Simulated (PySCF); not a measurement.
**Question.** Give a GFN2-xTB geometry of `C1=CO[C@H](OC)C1`.

**Answer.** 
```xyz
15
C5H8O2 angstrom
C     -2.3411   -0.3974    0.0996
O     -1.0202   -0.6792    0.5108
C     -0.0441   -0.3233   -0.4168
C      1.3292   -0.7386    0.1431
C      1.9732    0.5960    0.3827
C      1.1589    1.5458   -0.0495
O     -0.0029    1.0891   -0.6032
H     -2.9869   -0.7300    0.9087
H     -2.4783    0.6734   -0.0715
H     -2.5850   -0.9417   -0.8204
H     -0.2800   -0.7670   -1.4003
H      1.8947   -1.3528   -0.5587
H      1.1776   -1.3022    1.0647
H      2.9323    0.7216    0.8413
H      1.2682    2.6144   -0.0525
```

Any rigid rotation of these coordinates is as good. Atoms count from 1 in this order. The C–O distances run from 1.366 Å (C6–O7, drawn single) to 1.425 Å (C3–O7, drawn single), a spread of 0.059 Å. O2 (ether oxygen) is bent (angle 114.2°). Of the pairs four or more bonds apart, O7···H9 is among the closest relative to their van der Waals radii: 2.57 Å, 94 % of the sum of Bondi's values. The 3 C–C bonds span 1.324 Å (C5=C6, drawn double) to 1.540 Å (C3–C4, drawn single), a spread of 0.216 Å.

Bonds between heavy atoms (Å): C1–O2 1.412, O2–C3 1.393, C3–C4 1.540, C4–C5 1.501, C5=C6 1.324, C6–O7 1.366, C3–O7 1.425.

The geometry is computed with GFN2-xTB (gas phase).

Point group: C1 (no symmetry element, even within 0.4 Å). Stationary, but not proved a minimum. The numbers are those of one conformer (C1–O2–C3–C4 -178°).
